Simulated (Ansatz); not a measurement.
Mulliken charges of ClHIn, SMILES `[Cl][InH]` radical from ωB97M-V/def2-TZVPP in Ansatz (PBE0-D4/def2-TZVP geometry).

| atom | x (Å) | y (Å) | z (Å) | charge (e) |
| --- | --- | --- | --- | --- |
| Cl1 | -1.650 | 0.397 | -0.867 | -0.383 |
| In2 | 0.410 | 0.542 | 0.286 | 0.470 |
| H3 | 1.229 | -1.004 | 0.568 | -0.087 |

Q: By hand: the dipole of these point charges (1 e Å = 4.8032 D).

A: Σ q r = (0.718, 0.190, 0.417) e Å, of length 0.852 e Å = 4.09 D.

Q: How does the dipole of the full density compare? (Estimate.)

A: The calculation gave: (0.504, 0.115, 0.291) e Å, 2.85 D; the point charges give 1.44 times that, at 2° from its direction.

Point charges leave out the atoms' own dipoles, such as those of lone pairs, and Mulliken's split depends on the basis, so the two needn't agree.
